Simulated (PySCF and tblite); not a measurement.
Results of a calculation; reference values are marked as such.
System: C₄H₇NSe, numbered as in [CH2:1]=[CH:2][N:3]([CH3:4])[CH:5]=[Se:6].

Motion: rotation about the C2–N3 bond (torsion C1–C2–N3–C4 from 0° to 165°, rising). GFN2-xTB gives an electronic barrier of 7.1 kcal/mol and a reaction energy of 1.6 kcal/mol.

Spin–orbit effects of heavy atoms on shieldings are missing.

Question: What does PBE0/pcSseg-1 + D3(BJ) give on GFN2-xTB geometries?

Answer: A barrier of 7.5 kcal/mol, 0.5 above the tight-binding barrier (from unrounded values), a reaction energy of 3.2 kcal/mol and, with GFN2-xTB thermal terms, ΔG‡(298 K) = 6.7 kcal/mol and k = 1.7×10⁸ s⁻¹ (2 equivalent paths).

Programs: tblite and PySCF.
